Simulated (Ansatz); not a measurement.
Ga5N4H16⁻, a cluster cut from zinc blende GaN (hydrogen-capped). The state is a singlet with charge -1. Geometry PBE-D4/def2-SVP, basis def2-TZVP, Ansatz.

```xyz
25

Ga   -0.9854    2.2100   -0.4456
Ga    0.3806    0.8012    2.2928
Ga   -1.8270   -0.9020    0.4456
Ga   -0.0491   -0.6338   -2.3755
Ga    1.3134   -2.0481    0.3619
N    -1.1375    0.8963    1.0268
N     0.2756    1.2765   -1.7453
N     1.7658   -0.2724    1.2529
N    -0.3146   -1.6113   -0.6753
H    -0.1941    3.5272    0.0154
H    -2.3664    2.3792   -1.2255
H     1.0612    2.2376    2.5106
H     0.0208   -0.0789    3.5736
H    -3.1030   -0.6818   -0.4955
H    -1.9858   -1.8320    1.7387
H    -1.3895   -0.5847   -3.2388
H     1.3179   -1.0620   -3.0978
H     0.9958   -3.0626    1.5511
H     2.5632   -2.3512   -0.5973
H    -1.9168    1.2578    1.6020
H     0.2671    1.8532   -2.5995
H     1.2424    1.3612   -1.4011
H     2.5110   -0.4880    1.9314
H     2.2274    0.3428    0.5683
H    -0.6730   -2.5341   -0.9736
```

```csv
run,HOMO (eV),LUMO (eV)
A,-5.07,3.63
B,-2.42,2.09
C,-2.51,2.03
D,-2.82,2.43
E,-6.40,4.85
F,-3.71,2.81
```

LC-ωPBE has ω = 0.4 bohr⁻¹. Single mean-field runs in def2-TZVP are fitted with def2-universal-jkfit.

**Question.** The runs used BLYP, CAM-B3LYP, LC-ωPBE, PBE, PBE0, r2SCAN. Estimate which is which.

**Answer.** A CAM-B3LYP (range-separated); B BLYP (0 % exact exchange); C PBE (0 % exact exchange); D r2SCAN (0 % exact exchange); E LC-ωPBE (range-separated); F PBE0 (25 % exact exchange). Exact exchange lowers occupied and raises empty levels; among semilocal functionals meta-GGAs tend to open the gap a little, and such runs are hard to tell apart. The gap grows from 4.51 eV (BLYP) to 11.24 eV (LC-ωPBE).
